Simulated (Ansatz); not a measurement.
```yaml
crystal:
  periodic: [false, false, false]
  atoms:
    - {symbol: Ge, position_ang: [0.519895, 1.014313, 0.889564]}
    - {symbol: H, position_ang: [0.751057, 0.921802, 2.407531]}
    - {symbol: H, position_ang: [1.831014, 1.302805, 0.135057]}
    - {symbol: H, position_ang: [-0.475098, 2.168058, 0.593506]}
    - {symbol: N, position_ang: [-0.069988, -0.635410, 0.346639]}
    - {symbol: C, position_ang: [-0.400923, -0.870459, -1.039165]}
    - {symbol: H, position_ang: [-0.737572, -1.059236, 0.983435]}
    - {symbol: H, position_ang: [-1.328832, -0.375386, -1.394287]}
    - {symbol: H, position_ang: [0.418891, -0.515932, -1.686197]}
    - {symbol: H, position_ang: [-0.508444, -1.950534, -1.236084]}
basis:
  gaussian: {orbitals: 6-31G}
hamiltonian: {xc: {name: HF}, dispersion: d4}
```

```sh
$ ansatz run in.yaml --threads 4 --pin off --events-out ev --progress --plain --max-ram 3916MiB
```

Shortened log:

```
Functional definition: HF
734 factors; integrals over basis functions are off by at most 4.2e-4 eV
mean field evaluation 1: about -59083.5953 eV, gradient 2.7e1 eV
mean field evaluation 2: about -59083.5976 eV, gradient 2.7e1 eV
mean field evaluation 4: about -59085.3847 eV, gradient 2.5e0 eV
mean field evaluation 8: about -59085.4048 eV, gradient 7.1e-4 eV
mean field -59085.40477094 eV, -2171.3485758062 hartree, gradient 2.1e-5 eV, S^2 0.000000; 0 other end points of the search recorded, 0 dependent functions left out
reference -59085.40477094 eV, -2171.3485758062 hartree; 26, 26 occupied and 35, 35 virtual orbitals, 734 factors
Total energy: -59085.99464703 eV, -2171.3702533527 hartree
```

Run time 0.3 s (4 threads of Arm Neoverse V1 on a shared host).

The 6-31G sets use Cartesian d functions.
